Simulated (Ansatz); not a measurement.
Isolated molecules relaxed with PBE0-D4/def2-TZVP in Ansatz; ΔE leaves out vibrations. CBS: MP2 limit from def2 TZ/QZ plus the TZ coupled-cluster correction, frozen cores. Functionals use def2-TZVPP. B3LYP here is the variant with VWN-RPA as its local correlation; programs differ in this. For Ge outer-core shells are correlated without core-valence functions, which leaves a few kJ/mol of doubt a bond. Scalar relativity is left out up to krypton. One conformer a species, not always the lowest.

Reaction (formal exchange of groups at a Ge–C bond): `[OH][GeH2][C]#C[SiH3]` + `C#C[SiH](O)F` → `[OH][GeH2][C]#C[SiH](O)F` + `C#C[SiH3]`

`[OH][GeH2][C]#C[SiH3]`:

Cartesian coordinates in Å:
```
O -2.824 -1.386 -0.213
Ge -1.171 -1.764 -0.741
C -0.019 -0.328 -0.245
C 0.709 0.584 0.089
Si 1.802 1.961 0.582
H -2.863 -1.120 0.708
H -0.661 -3.044 -0.062
H -1.257 -1.887 -2.262
H 1.831 2.054 2.062
H 3.170 1.703 0.070
H 1.283 3.227 0.011
```

`C#C[SiH](O)F`:

```xyz
8

C    -1.596   -1.017   -1.014
C    -0.695   -0.579   -0.344
Si    0.635    0.111    0.689
O     0.894    1.675    0.334
F     1.936   -0.760    0.401
H    -2.392   -1.411   -1.605
H     0.337    0.031    2.125
H     0.882    1.949   -0.585
```

`[OH][GeH2][C]#C[SiH](O)F`:

Cartesian coordinates in Å:
```
O 2.727 -1.646 1.322
Ge 0.987 -1.956 1.171
C 0.169 -0.465 0.299
C -0.343 0.500 -0.232
Si -1.077 1.940 -1.072
O -2.016 1.474 -2.312
F -1.929 2.721 0.023
H 2.920 -0.816 1.762
H 0.877 -3.206 0.300
H 0.332 -2.113 2.551
H -0.064 2.858 -1.608
H -2.583 0.709 -2.204
```

`C#C[SiH3]`:

```xyz
7

C     0.069   -1.960    0.027
C     0.027   -0.755    0.010
Si   -0.038    1.067   -0.015
H     0.107   -3.025    0.042
H     0.407    1.592    1.299
H     0.857    1.575   -1.083
H    -1.430    1.505   -0.281
```

```csv
level,ΔE (kJ/mol),difference from CCSD(T)/CBS
PBE-D4,0.5,-0.4
r2SCAN-D4,0.6,-0.3
PBE0-D4,0.6,-0.3
B3LYP-D4,0.5,-0.4
ωB97X-V,0.5,-0.4
ωB97M-V,0.5,-0.4
B2PLYP,0.6,-0.3
PBE,0.6,-0.3
r2SCAN,0.7,-0.2
PBE0,0.7,-0.2
B3LYP,0.5,-0.4
HF/def2-TZVPP,0.6,-0.3
MP2/def2-TZVPP,0.7,-0.2
SCS-MP2/def2-TZVPP,0.6,-0.3
CCSD/def2-TZVPP,0.6,-0.3
CCSD(T)/def2-TZVPP,0.6,-0.3
HF/def2-QZVPP,0.6,-0.3
MP2/def2-QZVPP,0.9,0.0
SCS-MP2/def2-QZVPP,0.8,-0.1
HF/CBS(def2),0.6,-0.3
MP2/CBS(def2),1.0,0.1
CCSD/CBS(def2),0.9,0.0
CCSD(T)/CBS,0.9,0
```

Largest T1 diagnostic among the species: 0.013.
